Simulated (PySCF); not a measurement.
HfH and its ions

r²SCAN; Hf def2-TZVPPD with ECP60, H def2-TZVPPD; scalar-relativistic core potentials (PySCF 2.14). Neutral (UKS): doublet (δ ↑), Re = 1.839 Å, ωe = 1667 cm⁻¹, HOMO -4.15 eV, LUMO -2.88 eV.

HfH⁺ (UKS): triplet (σ ↑, δ ↑), Re = 1.794 Å, ωe = 1847 cm⁻¹. The energies at the minima are -48.46973 hartree for HfH and -48.23361 for HfH⁺.

(1) Work out the adiabatic ionisation energy, without and with harmonic zero-point energies (1 hartree = 27.2114 eV, 1 eV = 8065.5 cm⁻¹), and the change of the bond length.

De is left out where the level can put another filling of the metal’s s and d shells below the measured ground configuration, by anything from nothing to about 1 eV. These are scalar-relativistic numbers at best; spin–orbit coupling would shift them, the dissociation energy most. With d or f electrons several states lie close, and the lowest PBE0 determinant need not be the measured ground state.

Answers

(1) At r²SCAN: 0.23612 hartree = 6.425 eV between the minima; the zero-point term (1847.0 − 1667.0)/2 cm⁻¹ = +0.011 eV makes it 6.436 eV. Re changes by -4.5 pm against the neutral. The electron leaves a σ orbital, and the shorter bond of the ion fits an antibonding orbital, or a change in how ionic the bond is.
